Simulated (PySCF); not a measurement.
B-trichloroborazine (B₃Cl₃H₃N₃), SMILES ClB1NB(Cl)NB(N1)Cl.

The structure is a stationary point at B3LYP-D3(BJ)/def2-SVP.

Two levels are set side by side: PBE/def2-SVP (PySCF) and CAM-B3LYP/def2-SVP (PySCF). Same geometry, gas phase. Differences are taken from unrounded values.

```
quantity                     CAM-B3LYP
---------------------------  ---------
orbital gap (eV)                 11.18
highest occupied level (eV)      -9.67
lowest empty level (eV)           1.52
mean polarisability (bohr³)       75.1
```

Problem. What does PBE give, and how far is it from CAM-B3LYP? (The exact figures need the calculation; the answer reports its results.)

Solution. 
| quantity | PBE | PBE minus CAM-B3LYP |
|---|---|---|
| orbital gap (eV) | 6.32 | -4.86 |
| highest occupied level (eV) | -6.98 | 2.68 |
| lowest empty level (eV) | -0.66 | -2.18 |
| mean polarisability (bohr³) | 80.2 | 5.2 |

Without exact exchange PBE keeps part of each electron's self-repulsion, which lifts occupied levels and narrows the gap. PBE's more diffuse valence density responds more strongly to a field. Differences between two approximate levels are no errors against the true value.

Rough cost on one machine, each run with all the roots and properties that it gave: CAM-B3LYP against PBE within a factor of 2.
